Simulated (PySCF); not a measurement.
# Ar (argon, neutral): UHF calculation

Configuration: [Ne] 3s2 3p5 4s1, high-spin 3P determinant (an excited configuration). Calculation: PySCF 2.14, in aug-cc-pV(Q+d)Z with one added diffuse shell each of s, p, d, f, g type (8s7p6d4f3g, 114 functions); the non-relativistic Hamiltonian (point nucleus).

```json
{
 "Total energy": "-526.424448 hartree",
 "One-electron energy": "-723.1571 hartree",
 "Hartree (Coulomb) energy": "226.6794 hartree",
 "Exchange energy": "-29.9468 hartree",
 "Kinetic energy": "526.38517 hartree",
 "⟨S²⟩": "2.0093",
 "⟨L²⟩": "2.044",
 "Sum of ⟨r⟩": "19.25 bohr",
 "Sum of ⟨r²⟩": "53.69 bohr²",
 "Traceless quadrupole moment −½Σ⟨3z² − r²⟩ along its main axis": "0.0633 e·bohr²",
 "Density at the nucleus (Gaussians lack the cusp)": "3800 bohr⁻³",
 "Spin density at the nucleus": "0.851 bohr⁻³",
 "Langevin diamagnetic susceptibility": "-42.5 ×10⁻⁶ cm³/mol"
}
```

```tsv
shell	electrons	mean orbital energy (hartree)	spread (hartree)	rms radius, mean of both spins (bohr)
1s α	1	-118.93063	0	0.0998
1s β	1	-118.91479	0	0.0998
2s α	1	-12.63344	0	0.448
2s β	1	-12.61712	0	0.448
2p α	3	-9.88533	0.03070	0.417
2p β	3	-9.85901	0.02434	0.417
3s α	1	-1.57958	0	1.48
3s β	1	-1.43462	0	1.48
3p α	3	-0.86396	0.09007	1.70
3p β	2	-0.80701	0	1.70
4s α	1	-0.14274	0	5.77
```

The outer electron is Rydberg-like, and this basis confines it to a smaller radius and binds it less than a complete one would.

Spin-orbit constants ζ (cm⁻¹) from the X2C one-electron operator on these orbitals (non-relativistic here): bare nucleus, nucleus screened by l(l+1)(2l+1)/3 electrons, and screened by the Breit-Pauli mean field of the electrons.

```tsv
shell	bare	screened nucleus	mean field
2p	12870	11440	10790
3p	1071	952.1	887.0
```

To first order the Landé constant is A = -443.5 cm⁻¹, so the lowest level has J = 2 and lies 0.0550 eV below the centre of the term. This holds in LS coupling only.
